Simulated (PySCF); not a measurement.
BeF, SMILES [Be][F], multiplicity 2. Geometry optimised at B3LYP-D3(BJ)/def2-TZVPD. The spin state was assumed, not searched.

Computed equilibrium geometry at B3LYP-D3(BJ)/def2-TZVPD (PySCF confirms it by a frequency run) as bond lengths and angles, and its point group:
point group C∞v.
Atoms: Be1 F2. Bonded distances (Å): Be1–F2 1.372.
Charge 0, spin multiplicity 2.
